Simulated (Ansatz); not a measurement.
Abridged output of a molecular run in Ansatz:

```
Functional definition: HF
1473 factors; integrals over basis functions are off by at most 1.0e-3 eV
mean field evaluation 1: about -123210.9461 eV, gradient 2.7e1 eV
mean field evaluation 2: about -123211.1761 eV, gradient 2.7e1 eV
mean field evaluation 4: about -123214.1154 eV, gradient 3.9e0 eV
mean field evaluation 8: about -123214.1773 eV, gradient 2.8e-1 eV
mean field evaluation 16: about -123214.1780 eV, gradient 1.2e-6 eV
mean field -123214.17802351 eV, -4528.0375247944 hartree, gradient 1.2e-6 eV, S^2 0.000000; 0 other end points of the search recorded, 0 dependent functions left out
20 core orbitals not correlated: weight in the atoms' cores, before any rotation towards them, 1.000 or more for the frozen orbitals, at most 0.000 for the correlated occupied ones
reference -123214.17802351 eV, -4528.0375247944 hartree; 21, 21 occupied and 201, 201 virtual orbitals, 1473 factors
second order -21.04503446 eV of doubles, -0.00000000 eV of singles
cycle   1  -21.17087208 eV  change   -1.3e-1 eV  update   1.1e-1
cycle   2  -21.84726547 eV  change   -6.8e-1 eV  update   3.3e-2
cycle   3  -21.93452654 eV  change   -8.7e-2 eV  update   1.7e-2
cycle   4  -21.91850114 eV  change    1.6e-2 eV  update   4.6e-3
cycle   5  -21.91891278 eV  change   -4.1e-4 eV  update   2.2e-3
cycle   6  -21.91865301 eV  change    2.6e-4 eV  update   6.8e-4
cycle   7  -21.91845930 eV  change    1.9e-4 eV  update   2.5e-4
cycle   8  -21.91859564 eV  change   -1.4e-4 eV  update   8.8e-5
cycle   9  -21.91861474 eV  change   -1.9e-5 eV  update   3.0e-5
perturbative correction -0.95165623 eV, -0.0349727214 hartree
Total energy: -123237.04829448 eV, -4528.8779917505 hartree
```

Its atoms:

Z-matrix (Å, degrees):
```
Ge
B 1 2.222
B 1 2.225 2 42.8
Se 1 2.534 2 51.0 3 -130.6
H 1 1.535 2 133.6 3 -69.9
H 1 1.542 2 111.7 3 141.4
H 2 1.198 1 109.2 3 -128.5
H 3 1.209 1 92.2 2 -123.4
H 3 1.201 1 115.0 2 113.9
H 4 1.473 1 88.1 2 100.2
```

(1) Which basis set was used?
A. def2-TZVPP
B. def2-QZVPP
C. def2-SVP
D. cc-pV(D+d)Z

(2) Write the keys of the input that set method, charge and spin (a neutral closed shell needs none for the last two).

Results:

(1) A. It gives 242 functions.

(2) 
```yaml
correlation: {method: ccsd_t}
```
